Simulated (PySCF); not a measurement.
OS₂, SMILES [O-][S+]=S. Geometry optimised at PBE-D3(BJ)/def2-TZVP.

These are PySCF with PBE-D3(BJ)/def2-TZVP values and carry that method's errors.

Harmonic wavenumbers (cm⁻¹): 366, 666, 1140. Rotational constants (GHz): 40.56, 4.920, 4.388; symmetry number 1.

Task: Work out the zero-point energy and the ideal-gas rigid-rotor harmonic-oscillator thermochemistry at 298.15 K and 1 atm.

Result: ZPE = ½ Σ hcν = ½ × 2172 cm⁻¹ = 12.99 kJ/mol. H − E(el) = 24.20 kJ/mol. Entropy in J/(mol K): translation 163.42, rotation 98.00, vibration 6.27, total 267.68. G − E(el) = -55.61 kJ/mol. Cp = 44.49 J/(mol K).
